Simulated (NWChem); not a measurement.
Species: ZrH3Br; SMILES [Br][ZrH3]

All runs: NWChem. Geometry: optimised at PBE0/def2-SVP. Not confirmed as a minimum by frequencies. def2 effective core potentials on Zr; no spin-orbit coupling.

Diagonal of the polarisability tensor at PBE/def2-SVPD, static: 67.45, 67.45, 88.73 bohr³.

### Question
Find the mean polarisability volume, the molar refraction, and the refractive index that an ideal gas of it would have at 273.15 K and 1 atm.

### Answer

1. Mean: one third of the trace = 74.55 bohr³ × 0.14818 Å³/bohr³ = 11.05 Å³.
2. Molar refraction (Lorentz-Lorenz): (4π/3) N_A α = 27.9 cm³/mol.
3. Number density p/kT = 2.687 × 10⁻⁵ Å⁻³; n − 1 = 2π N α = 18.65 × 10⁻⁴.
4. These hold the electronic response alone: vibrational and orientational terms add to the static dielectric constant.
